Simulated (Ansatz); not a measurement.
The same group exchange along the group N, As, Sb.

Gas-phase electronic energies from Ansatz, PBE0-D4/def2-TZVP geometries. CCSD(T)/CBS is the MP2 limit (def2-TZVPP, def2-QZVPP) plus CCSD(T) − MP2 in def2-TZVPP, frozen cores. This one scheme is used for every species. Functionals use def2-TZVPP. def2 core potentials past Kr. For As, Sb outer-core shells are correlated without core-valence functions, which leaves a few kJ/mol of doubt a bond. Scalar relativity is left out up to krypton.

```json
{"reaction": "`CN[SiH3]` + CH₄ → dimethylamine + SiH₄", "MP2/CBS(def2) (kcal/mol)": "30.0", "LDA (SPW92) (kcal/mol)": "25.8", "CCSD(T)/CBS(def2) (kcal/mol)": "28.4"}
{"reaction": "`C[AsH][SiH3]` + CH₄ → `C[AsH]C` + SiH₄", "MP2/CBS(def2) (kcal/mol)": "14.6", "LDA (SPW92) (kcal/mol)": "15.7", "CCSD(T)/CBS(def2) (kcal/mol)": "14.3"}
{"reaction": "`[CH3][SbH][SiH3]` + CH₄ → `[CH3][SbH][CH3]` + SiH₄", "MP2/CBS(def2) (kcal/mol)": "14.4", "LDA (SPW92) (kcal/mol)": "16.4", "CCSD(T)/CBS(def2) (kcal/mol)": "14.1"}
```

Largest T1 diagnostic: 0.013, for `[CH3][SbH][SiH3]`.
